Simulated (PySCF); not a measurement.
**Where the electron goes**

C4H9NSi.
Cartesian coordinates in Å at the GFN2-xTB level; atoms count from 1:
```xyz
15
C4H9NSi angstrom
N      2.7617    0.7940    1.1140
C      1.5726    0.8665    0.7260
C      0.8997    0.1256   -0.3892
C     -0.3421   -0.5818    0.1104
C     -1.3959   -0.9815   -0.9334
Si    -1.9967    0.3114    0.2957
H      3.3453    0.1437    0.5860
H      0.9255    1.5474    1.2756
H      1.5977   -0.5906   -0.8387
H      0.6156    0.8511   -1.1573
H     -0.0983   -1.3655    0.8209
H     -1.7536   -2.0005   -0.8806
H     -1.1730   -0.6968   -1.9529
H     -2.8927   -0.1043    1.3571
H     -2.0701    1.6892   -0.1556
```

Method: TDDFT PBE0/def2-SVPD, vertical, gas phase, core orbitals frozen in the response in PySCF 2.14.0, density-fitted response routines.

Frontier orbitals with the atoms that hold most of them (Löwdin shares over 4%, at most four atoms; ? is withheld):

```tsv
orbital	ε (eV)	atoms
HOMO-3	-9.05	N1 33%, C2 20%, C4 11%, C3 10%
HOMO-2	-8.58	C5 25%, C4 19%, N1 18%, Si6 10%
HOMO-1	-7.27	N1 46%, C2 13%, C3 9%, C4 8%
HOMO	-6.99	?
LUMO	-0.02	Si6 33%, C5 12%, H15 11%, H14 9%
LUMO+1	0.00	N1 31%, C2 31%, Si6 6%, C3 6%
LUMO+2	0.59	Si6 30%, H14 11%, H15 9%, C5 8%
```

Question: Which atoms hold the HOMO, and with what shares?

Answer: Si6 (bonded to 2 C and 2 H) 26%; C5 (bonded to C, Si and 2 H) 21%; C4 (bonded to 2 C, Si and H) 21%; N1 (bonded to C and H) 9%. By element: carbon 42% or more, silicon 26%, nitrogen 9%.

Question: How does S1 compare with the orbital gap of 6.96 eV?

Answer: S1 is at 5.21 eV (f = 0.0024), 1.75 eV below the gap, made of HOMO-1→LUMO+1 (64%), HOMO→LUMO+1 (20%), HOMO-1→LUMO (10%). Its leading pair isn't HOMO and LUMO; the energies of that pair differ by 7.27 eV. Without the coupling terms of the response equations the lowest excitation would equal the gap.

Next come S2 at 5.94 eV (f 0.0040), HOMO→LUMO+1 (62%), HOMO-1→LUMO+1 (20%), HOMO→LUMO (14%); S3 at 6.16 eV (f 0.127), HOMO→LUMO (77%), HOMO→LUMO+1 (16%); S4 at 6.27 eV (f 0.0033), HOMO→LUMO+2 (84%); S5 at 6.38 eV (f 0.089), HOMO-1→LUMO (75%), HOMO-1→LUMO+1 (13%).

Löwdin shares depend on the basis, the more so with diffuse functions.

Hardware: one thread of an Arm Neoverse V1, shared host with 32 logical CPUs at a one-minute load of 20. Cost: 32 s of wall time, 0.78 GiB resident at most.

One conformer stands for the species.
